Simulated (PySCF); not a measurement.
Problem. What does the PBE0-D3(BJ)/def2-SVP structure of `C[B-]1=CC=CC=C1F` look like in three dimensions? (Charge -1.)

Solution. 
Z-matrix in Å and degrees, rows numbered from 1:
```
C 
B   1  1.6072
C   2  1.5124  1  125.09
C   3  1.4012  2  121.52  1  -179.44
C   4  1.3990  3  122.11  2    -0.19
C   5  1.4060  4  120.17  3     0.01
C   6  1.3866  5  121.09  4     0.13
F   7  1.3793  2  121.75  1    -0.64
H   1  1.1051  2  112.12  3  -138.77
H   1  1.1068  2  111.45  3   102.88
H   1  1.1047  2  112.62  3   -17.05
H   3  1.1020  2  122.14  1     0.81
H   4  1.1009  3  120.20  2  -179.93
H   5  1.0957  4  120.32  3  -179.82
H   6  1.0984  5  120.28  4  -179.80
```

C6 (aromatic CH carbon) is planar (angles 121.1°, 120.3° and 118.6°, sum 360.0°, 0.00 Å off the plane of its three neighbours). C3 (aromatic CH carbon) is planar (angles 122.1°, 121.5° and 116.3°, sum 360.0°, 0.00 Å off the plane of its three neighbours). The B–C distances run from 1.512 Å (B2–C3, aromatic) to 1.607 Å (C1–B2, drawn single), a spread of 0.095 Å. The 8 heavy atoms lie in one plane (0.003 Å rms).

The calculation used PBE0-D3(BJ)/def2-SVP geometry optimisation, gas phase (PySCF 2.14.0).

PBE0-D3(BJ)/def2-SVP frequencies: not computed here.
